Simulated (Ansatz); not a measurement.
A run for Ansatz (a quantum-chemistry and plane-wave program): U-CCSD(T)/aug-cc-pVQZ on H (SMILES [H]).

Ansatz 0.2 input:
```yaml
crystal:
  periodic: [false, false, false]
  atoms:
    - {symbol: H, position_ang: [0.00000000, 0.00000000, 0.00000000]}
basis:
  gaussian:
    orbitals: aug-cc-pVQZ
magnetization: {spin_polarized: true, initial_magnetization: 1}
correlation: {method: ccsd_t, electrons: outside_noble_gas}
scf: {omitted_lower_state_checks: [cluster_reference]}
```

### Question
Give the final energy of this run.

### Answer
-0.4999 hartree (reference determinant -0.4999, T1 diagnostic 0.000).
